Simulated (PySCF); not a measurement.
AlF2Br, SMILES [F][Al]([F])[Br]. Geometry optimised at B3LYP-D3(BJ)/def2-SVP.

Give the equilibrium geometry at B3LYP-D3(BJ)/def2-SVP (PySCF confirms it by a frequency run) as Cartesian coordinates in Å, and its point group. (The exact figures need the calculation; the answer reports its results.)

point group C2v.
```xyz
4

Al     0.0000     0.0000    -0.9493
F      0.0000    -1.4181    -1.7932
F      0.0000     1.4181    -1.7932
Br     0.0000     0.0000     1.2748
```
